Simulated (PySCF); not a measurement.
Species: C₅H₆O₄.
Cartesian coordinates in Å at the GFN2-xTB level; atoms count from 1:
```
atom  x, y, z in Å
C1    -1.349   -0.270    2.025
C2    -0.876   -0.031    0.804
C3    -1.810    0.090   -0.351
O4    -2.885   -0.446   -0.410
O5    -1.346    0.896   -1.308
C6     0.595    0.121    0.584
O7     1.359    0.531    1.418
O8     0.959   -0.294   -0.629
C9     2.346   -0.212   -0.926
H10   -2.406   -0.389    2.195
H11   -0.682   -0.348    2.867
H12   -1.978    0.945   -2.043
H13    2.919   -0.827   -0.229
H14    2.690    0.821   -0.847
H15    2.459   -0.577   -1.942
```

Theory: PySCF, TDDFT PBE0/def2-SVPD, vertical, gas phase, core orbitals frozen in the response.

Ground-to-excited transition dipoles (e·a0, same axes as the geometry; the sign carries no meaning), for the states with f of 0.002 or more among the lowest 6:

```csv
state,E (eV),μx,μy,μz
S1,4.522,0.082,0.050,-0.214
S2,5.219,-0.145,-0.034,-0.019
S4,6.172,0.027,0.039,-0.207
S5,6.303,-0.343,-0.065,1.033
S6,6.688,0.395,0.232,-0.552
```

Question: What oscillator strength does each state have?

Answer: f = (2/3) ΔE |μ|² with ΔE in hartree (27.2114 eV).

```json
{"state": "S1", "|μ|² (au)": "0.055", "|μ| (D)": "0.60", "f": "0.006"}
{"state": "S2", "|μ|² (au)": "0.022", "|μ| (D)": "0.38", "f": "0.003"}
{"state": "S4", "|μ|² (au)": "0.045", "|μ| (D)": "0.54", "f": "0.007"}
{"state": "S5", "|μ|² (au)": "1.188", "|μ| (D)": "2.77", "f": "0.184"}
{"state": "S6", "|μ|² (au)": "0.515", "|μ| (D)": "1.82", "f": "0.084"}
```

Question: Which bond between heavy atoms lies closest to the direction of the S5 transition dipole?

Answer: C1–C2, at 7° from it; next C6–O8 at 22°.

Question: What angle do the transition dipoles of S5 and S6 make?

Answer: |cos θ| = |μa·μb| / (|μa| |μb|) = 0.92, so θ ≈ 23° (taken between 0 and 90°, since the signs are arbitrary).

Question: What peak molar absorption coefficient would the strongest computed level give as a lone Gaussian band 0.3 eV wide at half height?

Answer: ε(max) = 2.175×10⁸ f / FWHM, with the width in cm⁻¹. S5: 2.175×10⁸ × 0.1835 / 2420 ≈ 16000 L mol⁻¹ cm⁻¹.

One conformer stands for the species.
